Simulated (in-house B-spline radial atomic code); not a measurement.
Ni+: [Ar] 3d8 5f1 (an excited or competing configuration)

Computed with a B-spline radial code for spherical atoms: Dirac-Hartree-Fock, average of configuration, Fermi nucleus of rms radius 3.7757 fm.

Screening seen three ways: the hydrogenic charge with the same mean radius, Z_r = [3n² - l(l+1)]/(2<r>), the one with the same energy, Z_e = n√(-2ε), and Slater's rules. Values are occupation-weighted means over j.

| shell | electrons | ε (eV) | <r> (bohr) | Z_r | Z_e | Slater |
| --- | --- | --- | --- | --- | --- | --- |
| 1s | 2 | -8424.4 | 0.05406 | 27.75 | 24.88 | 27.70 |
| 2s | 2 | -1068.6 | 0.2435 | 24.64 | 17.72 | 23.85 |
| 2p | 6 | -917.86 | 0.2149 | 23.27 | 16.43 | 23.85 |
| 3s | 2 | -153.41 | 0.7408 | 18.22 | 10.07 | 16.75 |
| 3p | 6 | -107.33 | 0.7806 | 16.01 | 8.43 | 16.75 |
| 3d | 8 | -35.846 | 0.9502 | 11.05 | 4.87 | 7.55 |
| 5f | 1 | -2.1801 | 15.71 | 2.01 | 2.00 | 2.00 |

The least bound orbital is 5f5/2 at -2.18 eV, and it is also the most diffuse (<r> = 15.71 bohr).

Spin-orbit splittings of the orbital energies (j = l + 1/2 above j = l - 1/2 when positive): 2p 17.74 eV, 3p 2.356 eV, 3d 0.2748 eV, 5f -3.279e-05 eV.

For the 1s electron the small component carries 1.02 % of the norm, the zero-frequency Breit interaction raises the level by 10.58 eV, self-energy by 5.314 eV, and vacuum polarisation lowers it by 0.4728 eV.
